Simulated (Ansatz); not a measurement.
Relaxation of Cl₂H₇HfNO₂Si (14 atoms, charge 0, multiplicity 1), to a largest force component of 0.03 eV/Å in at most 50 steps.

Computed with Ansatz 0.2.0, RHF/def2-SVP.

```xyz
14
Properties=species:S:1:pos:R:3
Hf -0.051 0.081 0.094
O 0.367 0.368 2.058
H 0.148 0.965 2.756
Cl 1.977 0.088 -1.214
N -1.170 1.643 -0.559
H -2.144 1.602 -0.805
H -0.834 2.574 -0.743
O -1.220 -1.456 -0.118
Si -2.093 -2.853 -0.002
H -2.228 -3.242 1.420
H -3.443 -2.633 -0.571
H -1.424 -3.937 -0.752
Cl 1.650 -2.674 1.926
H 1.370 -1.537 2.543
```

Q: Where does it end, and by what steps?

A: The run converged. After 10 steps the energy has fallen by 0.093 eV; Cl13 moved furthest, 0.41 Å.

```json
{"step": "0", "energy less start (eV)": "0.0000", "largest force component (eV/Å)": "1.202", "accepted": "yes"}
{"step": "1", "energy less start (eV)": "-0.0412", "largest force component (eV/Å)": "1.162", "accepted": "yes"}
{"step": "2", "energy less start (eV)": "-0.0603", "largest force component (eV/Å)": "0.919", "accepted": "yes"}
{"step": "3", "energy less start (eV)": "-0.0700", "largest force component (eV/Å)": "0.711", "accepted": "yes"}
{"step": "4", "energy less start (eV)": "-0.0477", "largest force component (eV/Å)": "1.122", "accepted": "no"}
{"step": "5", "energy less start (eV)": "-0.0856", "largest force component (eV/Å)": "0.179", "accepted": "yes"}
{"step": "6", "energy less start (eV)": "-0.0916", "largest force component (eV/Å)": "0.060", "accepted": "yes"}
{"step": "7", "energy less start (eV)": "-0.0925", "largest force component (eV/Å)": "0.066", "accepted": "yes"}
{"step": "8", "energy less start (eV)": "-0.0928", "largest force component (eV/Å)": "0.043", "accepted": "yes"}
{"step": "9", "energy less start (eV)": "-0.0930", "largest force component (eV/Å)": "0.039", "accepted": "yes"}
{"step": "10", "energy less start (eV)": "-0.0933", "largest force component (eV/Å)": "0.021", "accepted": "yes"}
```

```xyz
14
Properties=species:S:1:pos:R:3
Hf -0.090 0.105 0.082
O 0.472 0.386 1.941
H 0.490 0.934 2.707
Cl 1.877 0.000 -1.312
N -1.237 1.671 -0.526
H -2.208 1.615 -0.786
H -0.933 2.621 -0.655
O -1.239 -1.458 -0.055
Si -2.099 -2.867 -0.056
H -2.334 -3.316 1.334
H -3.406 -2.640 -0.714
H -1.360 -3.912 -0.795
Cl 1.641 -2.688 2.341
H 1.330 -1.461 2.527
```

Time of the run: 34 s on 4 threads of Arm Neoverse V1 (shared host), peak memory 0.52 GiB.
